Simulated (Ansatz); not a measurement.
A nudged elastic band was laid between two geometries of AlF₂GeH₅O (10 atoms, charge 0, multiplicity 1).

These are results of RKS BHLYP/def2-SVP (Ansatz 0.2.0), not measurements.

```yaml
movable_images: 5
climbing_image: yes
spring: 5.0 eV/Å²
optimiser: quadratic models (default)
start_path: through a guess of the saddle point
force_threshold: 0.05 eV/Å
iteration_limit: 60
end_points: relaxed
```

First end point:

```xyz
10
Properties=species:S:1:pos:R:3
Ge -0.149 0.202 0.266
F 0.456 0.684 1.833
H 0.770 -0.920 -0.150
H -0.331 1.505 -0.472
F -1.490 -0.620 -1.340
O -1.730 -0.418 1.005
Al -2.856 -1.112 -0.362
H -2.965 -2.671 -0.191
H -4.105 -0.170 -0.525
H -1.800 -0.325 1.956
```

Last end point:

```xyz
10
Properties=species:S:1:pos:R:3
Ge -0.423 0.035 -0.052
F -0.025 0.517 2.217
H 0.786 -0.873 -0.112
H -0.287 1.495 -0.427
F -1.491 -0.635 -1.468
O -1.782 -0.453 0.927
Al -2.931 -1.136 -0.292
H -3.007 -2.707 -0.314
H -4.149 -0.206 -0.644
H -0.891 0.121 2.183
```

Q: What changes between the two ends?

A: Bonds broken: Ge1–F2, O6–H10. Bonds formed: F2–H10. AlF2GeH5O becomes AlFGeH4O + FH.

Q: What energy profile does the band end with?

A: The forces met the threshold. The highest image is number 5 of 0 to 6, 121.0 kJ/mol above the first end and 8.5 kJ/mol above the last; the last end lies 112.6 kJ/mol above the first. A vibrational analysis at the climbing image gives one clearly imaginary mode, 829i cm⁻¹: a first-order saddle point. The orbitals stay closed-shell, which can raise the energy where a bond breaks towards radicals; this wasn't checked here.

| image | path coordinate (Å) | energy (kJ/mol) | Ge1–F2 (Å) | O6–H10 (Å) | F2–H10 (Å) |
| --- | --- | --- | --- | --- | --- |
| 0 | 0.00 | 0.0 | 1.75 | 0.96 | 2.47 |
| 1 | 0.22 | 4.9 | 1.76 | 0.96 | 2.18 |
| 2 | 0.45 | 21.2 | 1.79 | 0.96 | 1.88 |
| 3 | 0.67 | 51.3 | 1.84 | 0.99 | 1.60 |
| 4 | 0.90 | 95.9 | 1.95 | 1.08 | 1.33 |
| 5 | 1.12 | 121.0 | 2.07 | 1.27 | 1.10 |
| 6 | 1.53 | 112.6 | 2.35 | 1.64 | 0.95 |

Q: What is the geometry of the highest image?

A: 
```xyz
10
Properties=species:S:1:pos:R:3
Ge -0.346 0.071 0.045
F -0.093 0.517 2.052
H 0.808 -0.898 -0.057
H -0.255 1.494 -0.451
F -1.461 -0.656 -1.375
O -1.780 -0.414 0.987
Al -2.899 -1.126 -0.270
H -2.977 -2.694 -0.221
H -4.113 -0.195 -0.627
H -1.083 0.057 1.938
```

Q: What are the harmonic wavenumbers there?

A: 829i, 115, 149, 278, 347, 416, 460, 493, 562, 584, 629, 693, 709, 790, 825, 857, 902, 959, 1140, 1959, 2004, 2008, 2312, 2333 cm⁻¹.

Time of the run: 4.7 min on 4 threads of Arm Neoverse V2, with other jobs on the host, peak memory 0.3 GiB.
